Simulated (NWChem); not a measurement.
SbF5; SMILES [Sb]([F])([F])([F])([F])[F]

Results from NWChem. Geometry: optimised at PBE0/def2-SVP. Not confirmed as a minimum by frequencies. def2 effective core potentials on Sb; no spin-orbit coupling. Level B3LYP/def2-SVP: energy and gradient; each run changes one setting, and changes count from the defaults (medium grid, exact Coulomb integrals, symmetry on).

### Question
Which setting moves the energy most, and by about how much (defaults; symmetry off; coarse grid; Becke weights)?

### Answer
coarse grid, by about 80 μHa.
| setting | size of the energy change (μHa) | largest change of a gradient component (μHa/bohr) |
|---|---|---|
| defaults | < 10 | < 30 |
| Becke weights | 10 | 400 |
| coarse grid | 80 | 500 |
| symmetry off | < 10 | other frame |
